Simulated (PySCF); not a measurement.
Calculation: PBE-D3(BJ)/def2-TZVP // B3LYP-D3(BJ)/def2-TZVP in PySCF. Isolated molecules, 0 K electronic values unless said otherwise. One relaxed conformer stands for a flexible species; it need not be the lowest. Excitations are Tamm–Dancoff values on a coarser integration grid. The basis has no diffuse functions, so Rydberg states are missing or too high.

Reference species (SMILES): `COC=[SiH2]` (C–O–C–Si torsion 0°) (neutral, multiplicity 1).

```
Item                   Value
-------------------  -------
HOMO–LUMO gap        3.23 eV
S1 excitation (TDA)  4.96 eV
```

Changed species: `O1C[SiH2]C1`.

Problem. Predict the effect on the HOMO–LUMO gap and S1 excitation (TDA).

Solution. the HOMO–LUMO gap goes up by 1.60 eV, to 4.83 eV; the S1 excitation (TDA) drops by 0.11 eV, to 4.85 eV.
